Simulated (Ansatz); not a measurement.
`B[CH]([GeH3])C=N` and `B[CH](O)[GeH3]` differ in one atom or group.

Ansatz, PBE0-D4/def2-TZVP geometries, multiplicity 1. Each molecule was computed in one conformer, which needn't be the lowest.

Scalar relativity is left out up to krypton.

| property | `B[CH]([GeH3])C=N` |
| --- | --- |
| HOMO energy (PBE/def2-TZVPP) / eV | -6.08 |
| HOMO–LUMO gap (B3LYP/def2-TZVPP) / eV | 5.88 |
| size of the dipole moment (B3LYP/def2-TZVPP) / D | 2.59 |
| HOMO–LUMO gap (ωB97M-V/def2-TZVPP) / eV | 10.59 |
| HOMO–LUMO gap (PBE0/def2-TZVPP) / eV | 6.33 |
| HOMO–LUMO gap (PBE/def2-TZVPP) / eV | 3.88 |

Problem. What does the change do to each property? (Estimate.)

Solution. The calculation gave: 
```json
{"property": "HOMO energy (PBE/def2-TZVPP) / eV", "`B[CH](O)[GeH3]`": "-6.20", "shift": "-0.12"}
{"property": "HOMO–LUMO gap (B3LYP/def2-TZVPP) / eV", "`B[CH](O)[GeH3]`": "6.36", "shift": "0.48"}
{"property": "size of the dipole moment (B3LYP/def2-TZVPP) / D", "`B[CH](O)[GeH3]`": "2.46", "shift": "-0.13"}
{"property": "HOMO–LUMO gap (ωB97M-V/def2-TZVPP) / eV", "`B[CH](O)[GeH3]`": "10.77", "shift": "0.18"}
{"property": "HOMO–LUMO gap (PBE0/def2-TZVPP) / eV", "`B[CH](O)[GeH3]`": "6.78", "shift": "0.45"}
{"property": "HOMO–LUMO gap (PBE/def2-TZVPP) / eV", "`B[CH](O)[GeH3]`": "4.68", "shift": "0.80"}
```

With PBE0 the HOMO rises by 0.18 eV and the LUMO rises by 0.64 eV, so the gap widens by about 0.46 eV. PBE moves the HOMO by -0.12 eV and ωB97M-V by 0.44 eV. Dipoles are sizes alone; their direction can turn.

B3LYP here is the variant with VWN-RPA as its local correlation; programs differ in this.
